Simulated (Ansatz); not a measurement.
Z-matrix (Å, degrees):
```
Si
C 1 1.804
C 1 1.821 2 42.9
H 1 1.482 2 121.5 3 -104.0
H 1 1.482 2 121.5 3 104.0
Br 2 1.863 1 155.3 3 180.0
H 3 1.082 1 154.8 2 180.0
```

Charge 0, multiplicity 1.

List the CAM-B3LYP/def2-TZVPP orbital energies in eV (Ansatz 0.2.0). (An estimate is asked.)

Ansatz gave: Occupied: -13141.21, -1801.46, -1702.69, -1534.47, -1534.38, -1534.37, -280.40, -279.34, -238.78, -179.77, -179.47, -179.44, -146.01, -101.37, -101.34, -101.30, -74.10, -74.01, -73.99, -73.75, -73.74, -25.22, -23.21, -17.08, -15.97, -14.31, -12.43, -11.93, -10.93, -9.72, -8.95, -8.91. Lowest empty: 0.29, 0.68, 1.89, 2.02, 2.27, 3.64, 4.06, 4.21.
